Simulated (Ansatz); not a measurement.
`CC[Si]F` → `F[SiH]` + `C=C` at 600 K and 1 bar (β-hydride elimination).

Computed with Ansatz on PBE0-D4/def2-TZVP structures; ΔE is electronic, products minus reactants. CCSD(T)/CBS adds triple-zeta CCSD(T) − MP2 to the extrapolated MP2 energy (def2 sets, frozen cores). This one scheme is used for every species. One conformer a species, not always the lowest.

| species | CCSD(T)/CBS energy (Eh) | H − E (kJ/mol) | S (J/(mol·K)) |
| --- | --- | --- | --- |
| `CC[Si]F` | -468.00242 | 224.7 | 395.6 |
| `F[SiH]` | -389.46371 | 45.2 | 268.7 |
| `C=C` | -78.48111 | 161.6 | 257.2 |

H − E and S are ideal-gas, rigid-rotor, harmonic terms from PBE0-D4/def2-TZVP, for one conformer and one mirror image of each species. 1 Eh = 2625.50 kJ/mol, R = 8.31446 J/(mol·K).

Task: By hand: ΔE, ΔH, ΔS and ΔG.

Result: ΔE = (-389.46371) + (-78.48111) − (-468.00242) = 0.05760 Eh = 151.2 kJ/mol. Δ(H − E) = 45.2 + 161.6 − 224.7 = -17.9, so ΔH = 133.3 kJ/mol. ΔS = 268.7 + 257.2 − 395.6 = 130.3 J/(mol·K). ΔG = 133.3 − 600 × (130.3)/1000 = 55.1 kJ/mol.

Task: By hand: the equilibrium constant, and the temperature at which ΔG would vanish if ΔH and ΔS stayed fixed.

Result: log₁₀ K = −ΔG/(RT ln 10) = -4.8. ΔG = 0 at ΔH/ΔS = 1023 K.

The number of gas molecules changes by +1, which sets the sign of ΔS. A doubt of 5 kJ/mol in ΔE shifts log₁₀ K by 0.4 here. Other conformers and mirror images would add mixing entropy, several J/(mol·K) or more a flexible species. Modes under 60 cm⁻¹, often nearly free rotors, make the harmonic entropy too high. These are equilibria of isolated gas molecules and say nothing of rates. Largest T1 diagnostic: 0.015 (customary marks: 0.02 for closed shells, 0.045 for open ones).
